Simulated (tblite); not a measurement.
Species: C₅H₉NO₃Si.
Bonds: C1–C2, C2–O3, O3–C4, C4–N5 (aromatic), N5–O6 (aromatic), O6–C7 (aromatic), C7–C8 (aromatic), C8–O9, O9–Si10, C4–C8 (aromatic). Hydrogens: H11, H12, H13 on C1; H14, H15 on C2; H16 on C7; H17, H18, H19 on Si10.

The geometry is computed with GFN2-xTB (gas phase).

Give the optimised bond lengths and angles.

| bond | length (Å) |
| --- | --- |
| C1–C2 | 1.522 |
| C2–O3 | 1.425 |
| O3–C4 | 1.328 |
| C4–N5 | 1.307 |
| N5–O6 | 1.360 |
| O6–C7 | 1.345 |
| C7–C8 | 1.362 |
| C8–O9 | 1.330 |
| O9–Si10 | 1.640 |
| C4–C8 | 1.433 |
| C1–H11, C1–H12, C1–H13 | 1.087 |
| C2–H14, C2–H15 | 1.094 |
| C7–H16 | 1.070 |
| Si10–H17, Si10–H18, Si10–H19 | 1.459 |

Bonds in one row agree within 0.01 Å and their mean is given. A selection of angles:
| angle | degrees |
| --- | --- |
| C2–C1–H11 | 109.9 |
| H11–C1–H12 | 109.2 |
| C1–C2–O3 | 112.3 |
| C1–C2–H14 | 110.1 |
| C1–C2–H15 | 111.0 |
| O3–C2–H14 | 108.9 |
| O3–C2–H15 | 104.4 |
| H14–C2–H15 | 110.0 |
| C2–O3–C4 | 116.7 |
| O3–C4–N5 | 127.0 |
| O3–C4–C8 | 122.3 |
| N5–C4–C8 | 110.7 |
| C4–N5–O6 | 107.0 |
| N5–O6–C7 | 109.5 |
| O6–C7–C8 | 109.6 |
| O6–C7–H16 | 117.3 |
| C8–C7–H16 | 133.1 |
| C7–C8–O9 | 129.8 |
| C4–C8–C7 | 103.2 |
| C4–C8–O9 | 127.0 |
| C8–O9–Si10 | 128.4 |
| O9–Si10–H17 | 111.3 |
| O9–Si10–H18 | 96.3 |
| H17–Si10–H18 | 113.4 |
| H17–Si10–H19 | 110.8 |

Dihedral angles: C1–C2–O3–C4 73° (synclinal); C2–O3–C4–N5 3° (synperiplanar); C7–C8–O9–Si10 -178° (antiperiplanar). The mirror-image conformer, all signs reversed, is as good.

The 5-membered ring C4–N5–O6–C7–C8 has internal angles of 103.2° to 110.7° (sum 540°, against 540° for a flat polygon); it is planar, 0.00 Å rms from its mean plane, widest ring torsion 0°. The 4 C–O bonds span 1.328 Å (O3–C4, drawn single) to 1.425 Å (C2–O3, drawn single), a spread of 0.097 Å. Si10 (oxygen-bound silicon) has angles from 96.3° to 113.4°. Of the pairs four or more bonds apart, O3···Si10 is among the closest relative to their van der Waals radii: 2.96 Å, 82 % of the sum of Bondi's values. O9 (silyl ether oxygen) is bent (angle 128.4°). The 3 C–C bonds span 1.362 Å (C7–C8, aromatic) to 1.522 Å (C1–C2, drawn single), a spread of 0.160 Å.

Point group: C1 (no symmetry element, even within 0.4 Å). Its GFN2-xTB frequencies are all real (lowest 48 cm⁻¹). The numbers are those of one conformer. 3 starts were optimised and ended at 0.00, 0.68 and 2.86 kcal/mol (GFN2-xTB); the lowest of these is shown.

Time: 1.5 s. Hardware: one thread, Arm Neoverse N1 (aarch64), shared host with 64 logical CPUs at a one-minute load of 59. These figures are those of the optimisation.
